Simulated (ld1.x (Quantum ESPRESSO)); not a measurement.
# Which change was made? (Re, TM)

```
Element                 : Re (Z = 75)
Generator               : ld1.x (Quantum ESPRESSO) 7.5
Type                    : norm-conserving Troullier–Martins (Kleinman–Bylander form)
Functional              : PBE
Relativity              : scalar-relativistic
Frozen core             : [Xe] 4f14
Valence charge          : 7
Reference configuration : 5d5 6s2 6p0
Partial waves           : 6s (bound): rc 2.55 bohr; 6p (bound, empty): rc 3.75 bohr; 5d (bound): rc 2.25 bohr
Local potential         : the d channel
Core correction         : none
```

Cutoffs, loose and tight: the cutoffs (Ry, on a coarse ladder) from which the occupation-weighted sum of valence levels, in a spherical-Bessel basis at the reference potential, stays within 10 and 1 mRy of its value at 400 Ry. They do not see the model core or the augmentation charge, which bear on the density cutoff. Test errors are all-electron minus pseudo excitation energies from the reference, over the configurations 5d5 6s1 6p0; 5d5 6s0 6p0; 5d4 6s0 6p0; 5d6 6s0 6p0; 5d4 6s2 6p1; 5d6 6s1 6p0; 5d5 6s0 6p1; variants that change the core or the reference have their own tests. The largest error is taken over the tests solved by every variant that gives reliable tests at all, those not shown here included: 5d4 6s0 6p0; 5d5 6s0 6p0; 5d5 6s1 6p0; 5d6 6s0 6p0; 5d6 6s1 6p0.

The base gives: outcome: generated; cutoff, loose: 30 Ry; cutoff, tight: 40 Ry; bound ghosts: s, p; largest test error (meV): +127.

Task: After one change the result is: outcome: generated; cutoff, loose: 35 Ry; cutoff, tight: 50 Ry; bound ghosts: s, p; largest test error (meV): +130. Which change was it?
A. wave 5d (bound): rc 2.25 bohr becomes 5d (bound): rc 1.36 bohr
B. local potential the p channel
C. local potential all-electron potential smoothed inside 2.65 bohr (lloc = -1)

Result: A. The others give: local potential the p channel → outcome: generated; cutoff, loose: 35 Ry; cutoff, tight: 40 Ry; bound ghosts: none; largest test error (meV): -92 | local potential all-electron potential smoothed inside 2.65 bohr (lloc = -1) → outcome: generated; cutoff, loose: 35 Ry; cutoff, tight: 40 Ry; bound ghosts: none; largest test error (meV): +95.
